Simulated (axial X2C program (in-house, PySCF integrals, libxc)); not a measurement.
Spin–orbit effects down a group: molecules with H (ions), CCSD

Calculated with an axial X2C code built on PySCF integrals, spin-free (one-electron X2C) or two-component (2c: spin–orbit coupling with atomic mean-field Coulomb and Gaunt terms, which also bring small scalar terms), in Dyall basis sets with cores contracted in-house; open shells are unrestricted.

Basis sets: Ag dyall-acv3z, Au dyall-acv3z, Cu dyall-acv3z, H dyall-av3z. Frozen shells (counts by l): CuH⁻ Cu 3s2p, H none, 13 electrons correlated; AgH⁻ Ag 4s3p1d, H none, 13 electrons correlated; AuH⁻ Au 5s4p2d1f, H none, 13 electrons correlated. Coupled cluster in natural virtuals with an MP2 remainder. Where the outer core of a metal is frozen, bonds come out longer and ionisation energies lower.

```tsv
molecule	spin-free state	Re (Å)	ωe (cm⁻¹)	De (eV)	2c state	Re 2c (Å)	ωe 2c (cm⁻¹)	De 2c (eV)
CuH⁻	M_S = 1/2, Λ = 0	1.540	1561.5	1.96	Ω = 1/2	1.540	1558.5	1.96
AgH⁻	M_S = 1/2, Λ = 0	1.721	1371.3	1.63	Ω = 1/2	1.721	1370.0	1.63
AuH⁻	M_S = 1/2, Λ = 0	1.634	1726.0	1.60	Ω = 1/2	1.627	1741.7	1.64
```

Task: Work out the shifts from the spin-free to the two-component result.

Result: 

```json
{"molecule": "CuH⁻", "2c state": "Ω = 1/2", "ΔRe (Å)": "0.000", "Δωe (cm⁻¹)": "noise", "ΔDe (eV)": "0.00"}
{"molecule": "AgH⁻", "2c state": "Ω = 1/2", "ΔRe (Å)": "0.000", "Δωe (cm⁻¹)": "-1.3", "ΔDe (eV)": "0.00"}
{"molecule": "AuH⁻", "2c state": "Ω = 1/2", "ΔRe (Å)": "-0.007", "Δωe (cm⁻¹)": "noise", "ΔDe (eV)": "0.04"}
```

Shifts of one unit in the last digit are rounding. Where the truncated virtual spaces of the two runs make Δωe unreliable it is marked noise.

Fragments in 2c: Cu- + H, Ag- + H, Au- + H. Each entry is the lowest single determinant of a limited PBE0 search at one distance. De goes to single-determinant-based atoms at the same level (for ions the charge split of lowest energy) and is withheld (n/a) where an atom does not fit its ground term or J level. Main or longest-lived isotopes. One determinant is a doubtful description, or other states lie close, for CuH⁻; these need not be ground states, and all values refer to the states named.
